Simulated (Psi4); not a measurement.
Dimer: HF (SMILES F) (first 2 atoms) with H4OSi (SMILES O[SiH3]); geometry from B3LYP-D3(BJ)/def2-TZVP, rigid monomers moved along the line of their centres of mass till H2···O3 is 1.53 Å.
(charge 0, multiplicity 1):
```xyz
8

F      1.0115    -1.0279     0.1895
H      0.8410    -0.8343     1.0964
O      0.5745    -0.5342     2.5716
Si    -0.6287     0.4889     3.1191
H      1.1273    -0.9913     3.2112
H     -1.5995    -0.2592     3.9484
H     -1.2651     1.0131     1.8994
H     -0.0425     1.5811     3.9275
```

All values below come from SAPT0/jun-cc-pV(D+d)Z run with Psi4 1.11.

Problem. Give the four SAPT terms and the total, and say what mostly holds the pair together.

Solution. electrostatics -842.8, exchange 1006.7, induction -425.6, dispersion -137.8, total -399.4 meV; the largest attraction is electrostatics.
